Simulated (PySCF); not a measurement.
## Fractional electron number in Cu (copper, neutral)

The 4s alpha orbital of [Ar] 3d10 4s1 is emptied in steps (occupation f), with all orbitals relaxed, ending at [Ar] 3d10. All numbers are calculated (PySCF 2.14, scalar relativity through the core potential, in aug-cc-pVTZ-PP with ECP10MDF). The exact energy is a straight line in f; departures are measured from the line between the end points of the same method.

| f | PBE0 (eV) | r2SCAN (eV) | LC-wPBE (eV) |
| --- | --- | --- | --- |
| 1 | 0.000 | 0.000 | 0.000 |
| 0.8 | -0.389 | -0.478 | -0.006 |
| 0.6 | -0.587 | -0.726 | -0.008 |
| 0.4 | -0.590 | -0.725 | -0.007 |
| 0.2 | -0.395 | -0.485 | -0.006 |
| 0 | 0.000 | 0.000 | 0.000 |

```
 method  E(f=0) − E(f=1) (eV)  −ε at f=1 (eV)  −ε at f=0.4 (eV)
   PBE0                 7.941           5.521             8.418
 r2SCAN                 8.285           5.326             8.897
LC-wPBE                 7.785           7.736             7.789
```

Orbital energy along the path (eV):

```tsv
f	PBE0	r2SCAN	LC-wPBE
1	-5.521	-5.326	-7.736
0.8	-6.471	-6.459	-7.766
0.6	-7.437	-7.659	-7.784
0.4	-8.418	-8.897	-7.789
0.2	-9.414	-10.092	-7.797
0	-10.407	-11.323	-7.837
```

Reference removal energy between the ground levels: 7.726 eV (measured; NIST Atomic Spectra Database, ionization energies).
